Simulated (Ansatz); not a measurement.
Job for Ansatz (a program for electronic structure): U-CCSD(T)/cc-pVTZ on BO, 2S+1 = 2, a point of a bond scan (R = 1.082 Å).

Ansatz 0.2 input:
```yaml
crystal:
  periodic: [false, false, false]
  atoms:
    - {symbol: B, position_ang: [-0.00000000, -0.00000000, -0.73974202]}
    - {symbol: O, position_ang: [0.00000000, 0.00000000, 0.34213068]}
basis:
  gaussian:
    orbitals: cc-pVTZ
magnetization: {spin_polarized: true, initial_magnetization: 1}
correlation: {method: ccsd_t, electrons: outside_noble_gas}
scf: {omitted_lower_state_checks: [cluster_reference]}
```

The head of its log:

```
WARN ansatz: RAYON_NUM_THREADS=1 ignored (pool sized by the plan → 1); use --threads N
Functional definition: HF
these checks for a lower state are left out or cut short: cluster_reference
integrals: 0.04 GiB planned
368 factors; integrals over basis functions are off by at most 1.3e-3 eV
mean field: 0.08 GiB planned
mean field evaluation 1: about -2704.5203 eV, gradient 3.0e1 eV
mean field evaluation 2: about -2704.5217 eV, gradient 3.0e1 eV
mean field evaluation 4: about -2708.2389 eV, gradient 2.9e0 eV
mean field evaluation 8: about -2708.4383 eV, gradient 1.5e-1 eV
mean field evaluation 16: about -2704.3739 eV, gradient 3.1e-2 eV
mean field -2708.43934217 eV, -99.5333099787 hartree, gradient 4.9e-6 eV, S^2 0.775831; 3 other end points of the search recorded, 0 dependent functions left out
2 core orbitals not correlated
reference -2708.43934217 eV, -99.5333099787 hartree; 5, 4 occupied and 53, 54 virtual orbitals, 368 factors
```

Predict the final total energy.

-99.8342 hartree (reference determinant -99.5333, T1 diagnostic 0.021).
